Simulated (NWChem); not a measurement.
System: Si₂H₄OF₂; SMILES O[SiH2][SiH](F)F

Here is an NWChem input.

```
start job
memory heap 200 mb stack 900 mb global 1100 mb
geometry units angstroms noautosym nocenter noautoz
  O      0.640300     2.371383     0.272136
  Si    -0.539130     1.307456    -0.243339
  Si     0.054439    -0.876230     0.383228
  F     -0.959132    -1.941862    -0.299733
  F      1.531610    -1.165205    -0.229335
  H      1.514896     2.267777    -0.115220
  H     -0.732343     1.331432    -1.728286
  H     -1.802869     1.717108     0.427660
  H      0.115852    -1.184478     1.837257
end
basis spherical
  * library sto-3g
end
dft
  xc hfexch
  iterations 150
end
property
  shielding
end
task dft property
```

STO-3G and 3-21G are far too small for this property and stand as cheap habits. All runs use the structure optimised with PBE0/def2-SVP.

GIAO values for the isolated, static molecule; σ is the absolute isotropic shielding, δ = σ(reference) − σ with the isolated reference molecule computed at the same levels (19F: trichlorofluoromethane, 1H: tetramethylsilane, 29Si: tetramethylsilane).

Atoms are numbered as in the input.

What results follow from this input? (Hartree-Fock/STO-3G, GIAO.) Quantities: δ Si3 (ppm); δ F4 (ppm); δ F5 (ppm); δ H6 (ppm); δ H7 (ppm); δ H8 (ppm); δ H9 (ppm).


```json
{
  "δ Si3 (ppm)": "5.5",
  "δ F4 (ppm)": "-182.2",
  "δ F5 (ppm)": "-183.6",
  "δ H6 (ppm)": "-4.14",
  "δ H7 (ppm)": "2.12",
  "δ H8 (ppm)": "2.38",
  "δ H9 (ppm)": "2.47"
}
```
